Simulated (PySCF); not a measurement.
# How methods differ on the ionisation energy of Pd

Pd [Kr] 4d10 (1S) → Pd⁺ [Kr] 4d9 (2D), as a difference of total energies. Computed with PySCF 2.14 in def2-TZVPPD with the def2 core potential (28 electrons), with scalar relativity through the core potential. Correlated levels: valence and next inner shell: nothing frozen outside the core potential. The calculations carry no spin-orbit coupling.

| method | ionisation energy (eV) | error (eV) |
| --- | --- | --- |
| UHF | 6.225 | -2.287 |
| MP2 (valence and next inner shell) | 8.538 | +0.026 |
| SCS-MP2 (valence and next inner shell) | 8.237 | -0.275 |
| CCSD (valence and next inner shell) | 7.893 | -0.619 |
| CCSD(T) (valence and next inner shell) | 8.043 | -0.469 |

Reference: 8.512 eV (measured; NIST levels, between the centres of gravity of the two terms).

Errors of the correlated levels include the incompleteness of this basis.
